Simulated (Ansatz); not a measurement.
CHO2 (SMILES [O]C=O) moved off its minimum; all values from Ansatz (an electronic-structure program), cores frozen in correlated methods. Open shells are unrestricted.
(charge 0, multiplicity 2)
```xyz
4

O      1.2266    -0.0831     0.0352
C     -0.0384     0.2491    -0.0509
O     -1.1647    -0.2618    -0.0160
H      0.0098     1.2527    -0.0485
```

Problem. Give the forces (eV/Å), the total energy and the dipole at CCSD(T)/cc-pVTZ.

Solution. 
| atom | Fx | Fy | Fz |
|---|---|---|---|
| O1 | -1.124 | -0.239 | -0.256 |
| C2 | -1.733 | -4.731 | 0.773 |
| O3 | 2.379 | 0.256 | -0.286 |
| H4 | 0.477 | 4.715 | -0.231 |
Energy -188.7964 hartree, dipole 1.76 D.
